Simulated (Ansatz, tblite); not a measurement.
Forces on Si₁₈NH₂₈⁺, a doped nanocrystal cut from the lattice of silicon (N on a surface site) at its PBE-D4/def2-SVP geometry. The state is a singlet with charge 1.

The xTB rows come from tblite. Single mean-field runs in def2-TZVP are fitted with def2-universal-jkfit.

GFN1-xTB (tblite), largest force 0.63 eV/Å:

```xyz
47
positions Å, forces eV/Å
N    -3.723    0.787   -1.617   -0.486    0.154    0.093
Si   -0.421    1.879   -1.228    0.087    0.510   -0.089
Si    3.347    1.510    2.542    0.320    0.361    0.143
Si   -1.426   -0.268   -4.073    0.055   -0.081   -0.397
Si    2.264   -0.705   -0.385    0.395   -0.178   -0.401
Si   -0.334    0.482    2.346   -0.401    0.180    0.401
Si   -1.425   -1.665   -0.644   -0.194   -0.482    0.075
Si    2.305   -2.170    3.150    0.101   -0.412    0.271
Si    0.027    1.496   -3.504    0.157    0.147   -0.223
Si   -2.723    2.296   -1.020   -0.149    0.371    0.084
Si   -3.592    0.443   -3.482   -0.191    0.006   -0.290
Si    3.654    1.085    0.245    0.280    0.167   -0.206
Si    1.137    2.224    2.932   -0.078    0.330    0.169
Si    0.070   -0.006    0.083   -0.021    0.011    0.034
Si    3.779   -0.445    3.787    0.242   -0.030    0.235
Si   -1.038   -2.264   -2.884    0.040   -0.265   -0.155
Si    2.590   -2.671    0.866    0.136   -0.339   -0.122
Si   -3.589   -0.762   -0.515   -0.310   -0.199    0.178
Si    0.083   -1.499    3.547   -0.221   -0.176    0.252
H     0.226    3.132   -0.696   -0.142   -0.342   -0.130
H     4.293    2.607    2.964   -0.243   -0.281   -0.108
H    -1.537   -0.482   -5.562    0.042    0.044    0.341
H     2.328   -0.969   -1.872   -0.042    0.076    0.385
H    -4.709    1.087   -1.491    0.332   -0.100   -0.039
H    -1.781    0.910    2.455    0.391   -0.118   -0.044
H    -1.467   -2.848    0.290    0.042    0.310   -0.237
H     2.589   -3.413    3.958   -0.073    0.319   -0.207
H    -0.318    2.702   -4.336    0.379   -0.394    0.173
H     1.462    1.099   -3.709   -0.433    0.369   -0.127
H    -3.282    3.393   -1.880   -0.010   -0.399    0.482
H    -3.203    2.458    0.394   -0.049    0.067   -0.623
H    -4.005    1.756   -4.081   -0.119   -0.542    0.270
H    -4.667   -0.584   -3.696    0.198    0.578    0.085
H     3.260    2.289   -0.576    0.367   -0.410    0.174
H     5.091    0.742   -0.048   -0.496    0.334   -0.050
H     0.811    3.432    2.089    0.053   -0.290    0.529
H     0.938    2.572    4.384    0.014    0.123   -0.585
H     5.199   -0.887    3.545   -0.442    0.182    0.342
H     3.590   -0.149    5.252    0.319   -0.167   -0.464
H     0.375   -2.739   -3.076   -0.570   -0.113   -0.047
H    -2.020   -3.307   -3.345    0.541    0.175    0.079
H     3.969   -3.217    0.605   -0.600   -0.030    0.010
H     1.567   -3.683    0.411    0.538    0.195    0.074
H    -3.963   -0.226    0.836   -0.129   -0.214   -0.577
H    -4.701   -1.617   -1.054    0.236    0.471    0.339
H    -0.143   -1.245    5.014   -0.101   -0.281   -0.519
H    -0.886   -2.558    3.078    0.238    0.364    0.420
```

GFN2-xTB (tblite), largest force 0.86 eV/Å:

```
N -0.428 0.128 0.038
Si -0.174 0.410 -0.091
Si 0.275 0.308 0.122
Si -0.117 -0.025 -0.354
Si 0.447 -0.163 -0.217
Si -0.195 0.141 0.517
Si -0.366 -0.269 0.021
Si 0.088 -0.353 0.231
Si 0.309 0.262 -0.318
Si -0.073 0.407 0.128
Si -0.245 0.014 -0.335
Si 0.327 0.127 -0.199
Si -0.064 0.329 0.229
Si 0.076 -0.007 0.087
Si 0.281 -0.034 0.274
Si 0.104 -0.464 -0.199
Si 0.198 -0.329 -0.123
Si -0.260 -0.254 0.237
Si -0.204 -0.164 0.310
H -0.240 -0.426 -0.157
H -0.317 -0.350 -0.142
H 0.000 0.080 0.484
H -0.072 0.089 0.412
H 0.816 -0.247 -0.097
H 0.390 -0.128 -0.105
H -0.001 0.419 -0.296
H -0.104 0.402 -0.266
H 0.303 -0.436 0.216
H -0.563 0.290 -0.005
H -0.027 -0.511 0.430
H -0.018 -0.071 -0.690
H -0.047 -0.550 0.394
H 0.275 0.585 0.207
H 0.263 -0.471 0.242
H -0.601 0.261 0.014
H 0.067 -0.400 0.442
H 0.025 0.000 -0.656
H -0.559 0.198 0.244
H 0.220 -0.158 -0.577
H -0.630 0.053 0.034
H 0.501 0.261 0.101
H -0.646 0.102 0.041
H 0.486 0.317 0.112
H -0.038 -0.139 -0.679
H 0.275 0.554 0.254
H -0.034 -0.208 -0.621
H 0.299 0.420 0.307
```

PBE-D4/def2-TZVP (Ansatz), largest force 0.22 eV/Å:

```
N -0.031 0.013 0.022
Si -0.011 0.025 -0.010
Si 0.036 0.033 0.021
Si -0.012 -0.003 -0.038
Si 0.020 -0.010 -0.024
Si -0.020 0.009 0.023
Si -0.023 -0.018 -0.003
Si 0.015 -0.039 0.033
Si 0.005 0.045 -0.039
Si -0.146 -0.139 -0.068
Si -0.034 0.039 0.179
Si 0.037 0.031 -0.035
Si -0.017 0.062 0.023
Si -0.011 0.005 0.009
Si 0.042 -0.006 0.035
Si -0.022 -0.051 -0.023
Si 0.012 -0.054 -0.021
Si -0.059 0.165 -0.117
Si -0.045 -0.035 0.039
H -0.061 -0.103 -0.043
H -0.079 -0.088 -0.035
H 0.001 0.020 0.120
H -0.013 0.024 0.125
H 0.203 -0.063 -0.034
H 0.121 -0.037 -0.015
H -0.004 0.101 -0.077
H -0.026 0.101 -0.066
H 0.047 -0.116 0.074
H -0.142 0.043 0.016
H 0.041 -0.110 0.084
H 0.033 -0.019 -0.144
H 0.027 -0.126 0.072
H 0.094 0.109 0.033
H 0.046 -0.116 0.075
H -0.135 0.039 0.019
H 0.028 -0.115 0.092
H 0.016 -0.024 -0.141
H -0.130 0.042 0.033
H 0.029 -0.031 -0.136
H -0.142 0.042 0.016
H 0.106 0.092 0.040
H -0.134 0.044 0.018
H 0.105 0.092 0.041
H 0.026 -0.044 -0.140
H 0.098 0.093 0.051
H 0.015 -0.031 -0.140
H 0.090 0.106 0.055
```
